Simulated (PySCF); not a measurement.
OV, SMILES [O]=[V] (connectivity only; charge and spin as stated), neutral, multiplicity 4. Atoms are numbered in the order given.

```xyz
2

V      0.0000     0.0000    -0.4078
O      0.0000     0.0000     1.1723
```
Charge 0, spin multiplicity 4.

Geometry: B3LYP-D3(BJ)/def2-TZVPD. The spin state was assumed, not searched.

Calculation: PySCF with B3LYP/def2-TZVPD.

Isolated molecule, no solvent.

```
Quantity                                                          Result
-----------------------------------------------  -----------------------
total energy                                         -1019.25170 hartree
point group                                                          C∞v
α spin, highest occupied and lowest empty level       -5.24 and -2.27 eV
β spin, highest occupied and lowest empty level       -9.20 and -2.69 eV
dipole moment                                                     3.66 D
mean static polarisability                         70.8 bohr³ (10.49 Å³)
polarisability, principal values                  70.0, 71.2, 71.2 bohr³
⟨S²⟩                                             3.796 (pure state 3.75)
```
